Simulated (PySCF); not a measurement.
Compound: [In(NMe2)H3]-, C2H9InN (charge -1).
Bonds: In1–N2, N2–C3, N2–C4. Hydrogens: H11, H12, H13 on In1; H5, H6, H7 on C3; H8, H9, H10 on C4.

Theory: PBE0-D3(BJ)/def2-SVP geometry optimisation, gas phase, def2 core potentials past Kr (PySCF).

Problem. How far are the bound atoms from In1?

Solution. 4 atoms: H11 1.782 Å, H12 1.783 Å, H13 1.795 Å, N2 2.164 Å. The nearest atom not counted as bound is C3, at 3.10 Å (others tie with it).

Problem. List the angles at In1.

Solution. 
| angle | degrees | distance of the outer atoms (Å) |
| --- | --- | --- |
| H11–In1–H12 | 114.3 | 3.00 |
| H11–In1–H13 | 111.6 | 2.96 |
| H12–In1–H13 | 111.4 | 2.96 |
| N2–In1–H13 | 109.3 | 3.24 |
| N2–In1–H12 | 105.0 | 3.14 |
| N2–In1–H11 | 104.7 | 3.13 |

Problem. What is the shape at In1?

Solution. Distorted tetrahedral: angles from 104.7° to 114.3°; τ4 = (360° − α − β)/141° = 0.95 with α and β the two widest (0 for a square, 1 for a tetrahedron). The In–H distances aren't all alike: 1.782 to 1.795 Å.

Problem. What are the other bond lengths?

Solution. N2–C3, N2–C4 1.420 Å; C3–H5 and 3 like bonds 1.123 Å; C3–H6, C4–H8 1.105 Å.

Problem. Give some angles away from the centre.

Solution. In1–N2–C3 118.3°, C3–N2–C4 111.7°.

Problem. What are the rotational constants (commonest isotopes, rigid rotor)?

Solution. A = 8218, B = 2032, C = 1726 MHz: a near-prolate asymmetric top.

Point group: Cs (every atom within 0.08 Å of its image). Charge -1, singlet. The geometry's basis has no diffuse functions, a weakness for an anion. Not checked by PBE0-D3(BJ)/def2-SVP frequencies.

On one thread of an Arm Neoverse V1, shared host with 64 logical CPUs at a one-minute load of 17, this took 33 s of wall time and 0.46 GiB of memory at its peak. These figures are those of the optimisation.
